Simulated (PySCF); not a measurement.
## Electron correlation in Ne (neon, neutral)

Starting occupation: [Ne]. All numbers are calculated (PySCF 2.14, X2C-1e with screened-nucleus spin-orbit coupling, Gaussian nucleus, in x2c-TZVPPall-2c (5s3p2d1f, 31 functions)). Frozen: 1s2; 8 electrons correlated.

MP2 pair energies summed by pair of shells (mhartree):

| pair | energy | share (%) |
| --- | --- | --- |
| 2p1/2-2p3/2 | -87.65 | 33.5 |
| 2p3/2-2p3/2 | -81.55 | 31.1 |
| 2p3/2-2s1/2 | -42.90 | 16.4 |
| 2p1/2-2s1/2 | -21.46 | 8.2 |
| 2p1/2-2p1/2 | -18.87 | 7.2 |
| 2s1/2-2s1/2 | -9.53 | 3.6 |

Total MP2 correlation energy: -261.96 mhartree.
